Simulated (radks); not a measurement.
Results of a calculation; reference values are marked as such.
Cs17+, configuration [Kr] 4d2 (the NIST ground configuration). Code: a radial shooting solver on a logarithmic mesh with Libxc functionals. Model: Dirac Kohn-Sham, PBEsol, spin-unpolarised, spherical densities, finite nucleus; open shells are shared between the two j in proportion to 2j + 1; Fermi nuclear charge, rms radius 4.8041 fm. Some entries of the table are withheld. Estimate them.

orbital,occ.,eigenvalue (hartree),<r^2> (bohr^2)
1s1/2,2,(1),0.0009257
2s1/2,2,-221.5460,0.01476
2p1/2,2,-209.4087,0.01088
2p3/2,4,-196.4633,0.01215
3s1/2,2,-57.70998,0.1011
3p1/2,2,-52.65404,0.09562
3p3/2,4,-50.13852,0.1032
3d3/2,4,-41.30016,(2)
3d5/2,6,-40.76130,(3)
4s1/2,2,-21.52034,0.4781
4p1/2,2,-19.60290,0.4988
4p3/2,4,-18.98222,0.5287
4d3/2,0.8,-15.78810,0.5705
4d5/2,1.2,-15.66688,0.5797
4f5/2,0,-11.98936,0.6125
4f7/2,0,-11.96848,0.6156
5s1/2,0,-10.93169,1.627
5p1/2,0,-10.13323,1.745
5p3/2,0,-9.91047,1.823

Answer. 
(1) 1s1/2 eigenvalue (hartree): -1329.378
(2) 3d3/2 <r^2> (bohr^2): 0.08511
(3) 3d5/2 <r^2> (bohr^2): 0.08727
